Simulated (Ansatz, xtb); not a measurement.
**Ranking isomers of H5IN2Si**

3 gas-phase structures of H5IN2Si, found in a search over its isomers (lower ones may exist). Each was relaxed with GFN2-xTB; where two conformers were screened, the lower at r2SCAN-D4/def2-SVP is listed:

A. `N=[Si@H-]([NH3+])I`, a singlet
B. `N[SiH](N)I`, a singlet
C. `NN[SiH2]I`, a singlet

**Question.** Estimate their order in r2SCAN-D4/def2-SVP energy at these geometries, lowest first.

**Answer.** Calculated order at r2SCAN-D4/def2-SVP: B (0.0), A (41.9), C (53.2) kcal/mol.

Energies above the lowest of each column, in kcal/mol; the last columns are at B3LYP-D3(BJ)/def2-SVP geometries:

| structure | GFN2-xTB | HF/STO-3G | r2SCAN-D4/def2-SVP | B3LYP-D3(BJ)/def2-SVP | CCSD(T)/def2-SVP + ΔMP2/def2-TZVPP |
| --- | --- | --- | --- | --- | --- |
| B | 0.0 | 0.0 | 0.0 | 0.0 | 0.0 |
| A | 30.8 | 86.4 | 41.9 | 42.4 | 43.3 |
| C | 34.2 | 34.9 | 53.2 | 50.7 | 58.1 |

Every level run on B puts it lowest or level with the lowest. Flexible structures stand in one conformer each, not always the lowest. The ΔMP2 step shifts differences by up to 6.6 kcal/mol, which makes them less sure. Atoms past krypton carry core potentials in the def2 sets, without spin–orbit terms. ΔMP2 is the change of the MP2 energy from the smaller to the larger basis.

Programs: Ansatz 0.2.0, xtb 6.7.1.
